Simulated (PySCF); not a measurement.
A made-up structure of SiNHTe, singlet:

```xyz
4
angstrom
N 0.4418 -1.0516 -0.6578
Si 0.1617 0.4329 -0.0635
Te -1.2643 -1.1650 0.9086
H -2.3716 -1.3945 2.1645
```

It is relaxed with PBE-D4/def2-SVP and then PBE0-D4/def2-TZVP (PySCF 2.14 with density fitting (its default auxiliary sets; JK sets also for MP2 and CCSD(T))). Atoms count as bonded within 1.22 times the sum of their covalent radii (H–H: 0.88 Å). The end point is not checked to be a true minimum.

Question: Does its bonding change? (Judge from chemistry; the calculation decides.)

Answer: Computed: No: no bond forms or breaks.

Where it ends: The first stage lowers the energy by 3.26 eV in 15 steps. It ends as SiNHTe ([N]1[Si][TeH]1):
```xyz
4
angstrom
N 0.2500 -1.0141 -0.1057
Si -0.0861 0.5924 -0.1264
Te -1.7061 -1.3909 0.4614
H -1.4916 -1.3722 2.1198
```

Labels in which every atom is bracketed show which atoms are joined, not bond orders.

For scale, one of the runs: PBE0-D4/def2-TZVP relaxation, 124 basis functions, launched by `OMP_NUM_THREADS=2 python run.py`. Hardware: 2 CPU threads of an Arm Neoverse V1, shared host. Wall time 44 s; peak host memory 1.2 GiB.
